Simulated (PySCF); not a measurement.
Geometry (Å), atoms numbered from 1 in this order:
```xyz
14

C    -2.1147   -0.3664   -0.1302
C    -1.1048    0.7312   -0.3303
O    -1.4366    1.8429   -0.6771
C     0.3166    0.4016   -0.0802
C     0.8364   -0.8595    0.3276
C     2.1894   -0.8453    0.4733
S     2.8356    0.6955    0.1131
C     1.3087    1.3373   -0.2303
H    -1.8613   -1.2427   -0.7319
H    -3.1016   -0.0014   -0.4063
H    -2.1217   -0.6827    0.9169
H     0.2329   -1.7386    0.5080
H     2.8386   -1.6544    0.7707
H     1.1762    2.3655   -0.5306
```

Geometry: PBE0-D3(BJ)/def2-TZVP; GIAO shifts from PySCF, gas phase, non-relativistic, averaged over equivalent atoms.

At KT3/pcSseg-2 (379 basis functions, 72 s wall time on 1 thread of an AMD EPYC 9R45 96-Core, shared host):
```tsv
atoms	δ (ppm)
C2	184.7
C4	141.1
C8	129.8
C5	125.5
C6	123.3
C1	29.1
O3	566.5
S7	246.4
H14	8.27
H12	7.61
H13	7.19
H9/H10/H11	2.51
```

Shifts are taken against calculated references (same method and geometry level): ¹³C (σ = 183.24 ppm), ¹H (σ = 31.63 ppm) vs TMS; H2O for ¹⁷O (σ = 325.30 ppm); ³³S (σ = 535.12 ppm) vs CS2.

Task: Estimate the result of repeating the calculation with PBE0/pcSseg-2.

Result: 
```
     atoms  δ at PBE0/pcSseg-2  change
        C2               200.7   +16.0
        C4               151.9   +10.8
        C8               144.0   +14.2
        C5               136.8   +11.3
        C6               136.0   +12.7
        C1                30.7    +1.6
        O3               622.8   +56.3
        S7               261.2   +14.8
       H14                8.53   +0.26
       H12                7.79   +0.18
       H13                7.40   +0.21
H9/H10/H11                2.55   +0.04
```

Shifts are taken against calculated references (same method and geometry level): TMS for ¹³C (σref 186.03), ¹H (σref 31.52); ¹⁷O (σref 329.54) vs H2O; ³³S (σref 512.98) vs CS2.

The largest change is at O3 (ketone oxygen). Cost: 379 basis functions, 48 s wall time on 1 thread of an AMD EPYC 9R45 96-Core, shared host. The order of the carbon signals is the same at both levels.

Unscaled 17O shifts of doubly bonded oxygen tend to come out too high, by tens of ppm or more. Experimental scales use liquid or dissolved standards, which lie at an offset from isolated H2O (liquid H2O: subtract about 36 ppm).
